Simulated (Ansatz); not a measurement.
The cation of C$_{3}$H$_{10}$BrNOSi (`CN(C)[Si](C)(O)Br`) at the neutral geometry.

```yaml
crystal:
  periodic: [false, false, false]
  atoms:
    - {symbol: C, position_ang: [-0.095942, -0.341909, -1.805676]}
    - {symbol: N, position_ang: [0.224159, -0.593405, -0.417745]}
    - {symbol: C, position_ang: [-0.065070, -1.945634, -0.006263]}
    - {symbol: Si, position_ang: [0.503920, 0.703919, 0.656318]}
    - {symbol: C, position_ang: [-0.986243, 1.491490, 1.417090]}
    - {symbol: O, position_ang: [1.299016, 1.905034, -0.123918]}
    - {symbol: Br, position_ang: [1.773785, -0.093860, 2.326355]}
    - {symbol: H, position_ang: [-1.158813, -0.523546, -2.019355]}
    - {symbol: H, position_ang: [0.131447, 0.690619, -2.074464]}
    - {symbol: H, position_ang: [0.488943, -0.998589, -2.462296]}
    - {symbol: H, position_ang: [-1.132838, -2.185800, -0.109496]}
    - {symbol: H, position_ang: [0.495642, -2.662278, -0.619317]}
    - {symbol: H, position_ang: [0.222100, -2.103380, 1.033489]}
    - {symbol: H, position_ang: [-0.700950, 2.286524, 2.108314]}
    - {symbol: H, position_ang: [-1.573873, 0.751050, 1.963816]}
    - {symbol: H, position_ang: [-1.616993, 1.921560, 0.634057]}
    - {symbol: H, position_ang: [2.172706, 1.697709, -0.460912]}
basis:
  gaussian: {orbitals: def2-TZVPP}
total_charge: 1
magnetization: {spin_polarized: true, initial_magnetization: 1}
hamiltonian: {xc: r2scan, dispersion: d4}
```

```sh
$ ansatz run in.yaml --threads 2 --pin off --events-out ev --progress --plain --backend cuda
```

It prints (some lines left out):

```
Functional definition: r2SCAN
2100 factors; their error is unknown
mean field evaluation 1: about -84692.5294 eV, gradient 9.0e1 eV
mean field evaluation 2: about -84509.2805 eV, gradient 2.0e2 eV
mean field evaluation 4: about -84721.4860 eV, gradient 4.0e1 eV
mean field evaluation 8: about -84729.0356 eV, gradient 1.6e0 eV
mean field evaluation 16: about -84728.9889 eV, gradient 1.3e-2 eV
mean field -84728.98888010 eV, -3113.7329099723 hartree, gradient 4.9e-5 eV, S^2 0.756533; 5 other end points of the search recorded, 0 dependent functions left out
reference -84728.98889655 eV, -3113.7329105770 hartree; 46, 45 occupied and 339, 340 virtual orbitals, 2100 factors
Total energy: -84729.10427996 eV, -3113.7371508390 hartree
```

Hardware: 2 threads of an AMD EPYC 7R13 on a shared host and a share of an NVIDIA H100 80 GB. Wall time 25 s, peak host memory 1.1 GiB.
